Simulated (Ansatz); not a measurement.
One change: `C=C=C([SiH3])BF` becomes `C=C=C(N)[SiH3]`.

Ansatz, PBE0-D4/def2-TZVP geometries, multiplicity 1. Each molecule was computed in one conformer, which needn't be the lowest.

| property | `C=C=C([SiH3])BF` |
| --- | --- |
| LUMO energy (B3LYP/def2-TZVPP) / eV | -1.81 |
| HOMO–LUMO gap (B3LYP/def2-TZVPP) / eV | 5.60 |
| HOMO energy (B3LYP/def2-TZVPP) / eV | -7.41 |
| HOMO–LUMO gap (ωB97M-V/def2-TZVPP) / eV | 10.25 |
| size of the dipole moment (B3LYP/def2-TZVPP) / D | 1.87 |
| HOMO energy (PBE/def2-TZVPP) / eV | -6.47 |

Q: Give the same properties after the change, and the shifts. (Estimate.)

A: Computed: 
```tsv
property	`C=C=C(N)[SiH3]`	shift
LUMO energy (B3LYP/def2-TZVPP) / eV	-0.39	1.42
HOMO–LUMO gap (B3LYP/def2-TZVPP) / eV	5.65	0.05
HOMO energy (B3LYP/def2-TZVPP) / eV	-6.04	1.37
HOMO–LUMO gap (ωB97M-V/def2-TZVPP) / eV	10.10	-0.15
size of the dipole moment (B3LYP/def2-TZVPP) / D	1.27	-0.60
HOMO energy (PBE/def2-TZVPP) / eV	-5.08	1.39
```

With PBE0 the HOMO rises by 1.39 eV and the LUMO rises by 1.44 eV, so the gap widens by about 0.05 eV. PBE moves the HOMO by 1.39 eV and ωB97M-V by 1.36 eV. Dipoles are sizes alone; their direction can turn.

B3LYP here is the variant with VWN-RPA as its local correlation; programs differ in this.
